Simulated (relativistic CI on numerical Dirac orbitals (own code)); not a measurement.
Radial Dirac CI calculation of Au.

Command:

```sh
python run_levels.py task.json out
```

Input:

```
atom Au  Z=79  charge=0  electrons=79
nucleus A=197  rms_radius_fm=5.4371
hamiltonian dirac-coulomb  breit=on  qed=on  c_scale=1
orbitals kli  potential=per-configuration
slater_scale 1.2
correlation none
mixing on
grid step=0.0125 r_max=259.4
scf mixing=0.4 start=green max_iterations=150 tolerance=2e-08 node_fill=0.5
configurations
  [Xe] 4f14 5d10 6s
end
```

Output:

```
SCF 1: [Xe] 4f14 5d10 6s
 iter      energy (Ha)   residual   last orbital (Ha)
    1    -19015.401126   2.77e+00     -0.69055
    2    -19034.661016   6.45e-01     -0.31193
    3    -19035.175766   3.39e-01     -0.32993
    4    -19035.374081   7.93e-02     -0.36498
    5    -19035.375379   9.78e-02     -0.37278
    6    -19035.374150   9.72e-02     -0.37500
    7    -19035.339935   1.78e-02     -0.26438
    8    -19035.339272   1.13e-02     -0.27446
    9    -19035.341622   7.83e-03     -0.29990
   10    -19035.341816   1.49e-03     -0.29004
   11    -19035.341708   4.88e-04     -0.28869
   12    -19035.341673   3.21e-06     -0.28801
   13    -19035.341672   3.42e-06     -0.28801
   14    -19035.341673   6.54e-07     -0.28801
   15    -19035.341673   2.48e-07     -0.28801
   16    -19035.341673   7.52e-08     -0.28801
   17    -19035.341673   2.45e-08     -0.28801
   18    -19035.341673   8.33e-09     -0.28801
orbital energies (Ha): 4f5/2 -2.9875  4f7/2 -2.8520  5s -3.9696  5p1/2 -2.6487  5p3/2 -2.0671  5d3/2 -0.3489  5d5/2 -0.2965  6s -0.2880
configuration averages (Ha): Dirac-Coulomb, Breit, QED
  6s                          -19035.341673   21.582601   14.819672
levels: no., configuration, term, J, E (cm-1), weight
   1 6s                     2S   1/2              0.0  1.00
lowest total energy -18998.939399 Ha
end: converged
```

Against the reference input this run has: node fill of the KLI weights 0.5, Slater scale 1.2. The reference run ends at -18999.020910 Ha with Breit and QED terms.

Run time about 0.17 s of CPU on one thread of Neoverse-V2 (shared host).
